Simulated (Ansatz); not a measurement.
Consider the atomization: `[SeH][SiH2][TeH]` → 4 H• + Se• + Si• + Te•.

Program: Ansatz. Geometries: PBE0-D4/def2-TZVP. ΔE: electronic, gas phase. CCSD(T)/CBS adds triple-zeta CCSD(T) − MP2 to the extrapolated MP2 energy (def2 sets, frozen cores). This one scheme is used for every species, atoms too. DFT in def2-TZVPP. No spin–orbit coupling; open shells (•) take unrestricted orbitals. Spin–orbit coupling would lower the free atoms: a little for Si; clearly for Se; strongly for Te. Elements past krypton have def2 core potentials. Bonds to Se, Te are less sure, by a few kJ/mol each and by 10 to 20 or more in all where they break to atoms, as the def2 sets lack core-valence functions. Scalar relativity is left out up to krypton. One conformer a species, not always the lowest.

| level | ΔE (eV) | difference from CCSD(T)/CBS |
| --- | --- | --- |
| LDA (SPW92) | 21.39 | 2.36 |
| r2SCAN-D4 | 18.78 | -0.25 |
| B97M-V | 18.81 | -0.22 |
| PBE0-D4 | 18.60 | -0.43 |
| BHLYP-D4 | 18.34 | -0.69 |
| ωB97M-V | 18.60 | -0.43 |
| PBE0 | 18.42 | -0.61 |
| r2SCANh | 18.64 | -0.39 |
| HF/def2-SVP | 12.81 | -6.22 |
| MP2/def2-SVP | 16.88 | -2.15 |
| CCSD/def2-SVP | 16.81 | -2.22 |
| CCSD(T)/def2-SVP | 17.04 | -1.99 |
| MP2/def2-TZVPP | 18.18 | -0.85 |
| CCSD(T)/def2-TZVPP | 18.26 | -0.77 |
| MP2/def2-QZVPP | 18.63 | -0.40 |
| CCSD/CBS(def2) | 18.71 | -0.32 |
| CCSD(T)/CBS | 19.03 | 0 |

Largest T1 diagnostic among the species: 0.012.

In def2-TZVPP, CCSD(T) changes the Hartree–Fock value by +5.22 eV (the triples alone add +0.32 eV) and MP2 by +5.14 eV; breaking electron pairs costs correlation energy, which Hartree–Fock lacks. From r2SCAN to r2SCAN0 (25 % exact exchange), in def2-TZVPP and without D4, ΔE moves by −0.25 eV: exact exchange takes away binding that semilocal exchange gives to molecules.

For atomizations the MP2-based limit and the directly extrapolated one differ by several kJ/mol either way, and by 10 to 25 for some Ge, Se and Sn compounds, so smaller differences from it don't rank the levels.
